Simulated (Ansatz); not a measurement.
Input (CCSDT(Q)/cc-pV(T+d)Z; Ansatz, a first-principles code): A basis named .json is the Basis Set Exchange file of that set.

Ansatz 0.2 input:
```yaml
crystal:
  periodic: [false, false, false]
  atoms:
    - {symbol: Si, position_ang: [-0.52356256, 0.09397449, 0.03531456]}
    - {symbol: O, position_ang: [1.08191796, -0.25417687, -0.14617191]}
    - {symbol: H, position_ang: [-0.79228496, 1.54307403, -0.13960849]}
    - {symbol: H, position_ang: [-1.22286841, -0.67671194, -1.01113903]}
    - {symbol: H, position_ang: [-1.02187932, -0.30527516, 1.37508297]}
    - {symbol: H, position_ang: [1.71156486, 0.15668509, 0.45063593]}
basis:
  gaussian:
    orbitals: cc-pV_T+d_Z.json
magnetization: {spin_polarized: false}
correlation: {method: ccsdt_q, electrons: outside_noble_gas}
```

Output:

```
Functional definition: HF
integrals: 0.33 GiB planned
1627 factors; integrals over basis functions are off by at most 1.6e-7 eV
mean field: 0.45 GiB planned
mean field evaluation 1: about -9962.8796 eV, gradient 3.4e1 eV
mean field evaluation 2: about -9962.8816 eV, gradient 3.4e1 eV
mean field evaluation 4: about -9965.0901 eV, gradient 2.3e0 eV
mean field evaluation 8: about -9965.1126 eV, gradient 4.1e-5 eV
mean field evaluation 16: about -9965.1120 eV, gradient 3.3e-1 eV
mean field -9965.11257453 eV, -366.2111325181 hartree, gradient 2.5e-6 eV, S^2 0.000000; 0 other end points of the search recorded, 0 dependent functions left out
6 core orbitals not correlated
reference -9965.11257453 eV, -366.2111325181 hartree; 7, 7 occupied and 112, 112 virtual orbitals, 1627 factors
second order -10.25552841 eV of doubles, -0.00000000 eV of singles
coupled cluster: 4.26 GiB planned
cycle   1  -10.58063079 eV  change   -3.3e-1 eV  update   8.1e-2
cycle   2  -11.07329744 eV  change   -4.9e-1 eV  update   3.6e-2
cycle   3  -11.29339671 eV  change   -2.2e-1 eV  update   1.7e-2
cycle   4  -11.26217234 eV  change    3.1e-2 eV  update   4.7e-3
cycle   5  -11.25514304 eV  change    7.0e-3 eV  update   2.4e-3
cycle   6  -11.25834536 eV  change   -3.2e-3 eV  update   7.2e-4
cycle   7  -11.25956903 eV  change   -1.2e-3 eV  update   2.8e-4
cycle   8  -11.25925145 eV  change    3.2e-4 eV  update   9.8e-5
cycle   9  -11.25910628 eV  change    1.5e-4 eV  update   4.3e-5
cycle  10  -11.25916880 eV  change   -6.3e-5 eV  update   1.9e-5
cycle  11  -11.25912850 eV  change    4.0e-5 eV  update   7.6e-6
cycle  12  -11.25913737 eV  change   -8.9e-6 eV  update   2.9e-6
cycle  13  -11.25913676 eV  change    6.0e-7 eV  update   1.2e-6
perturbative correction -0.01442361 eV, -0.0005300580 hartree
Total energy: -9976.38613491 eV, -366.6254282205 hartree
```
